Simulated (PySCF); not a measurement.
A structure optimised at PBE-D3(BJ)/def2-TZVPD, used in a PySCF frequency run:

```
N
H 1 1.0328
H 1 1.0328 2 120.00
H 1 1.0328 2 120.00 3 180.00
```
Charge +1, spin multiplicity 2.

Question: Write its SMILES, formula and point group.

Answer: [NH3+], H3N, D3h

Question: What are its rotational constants (standard atomic weights)?

Answer: 313.35, 313.35, 156.67 GHz
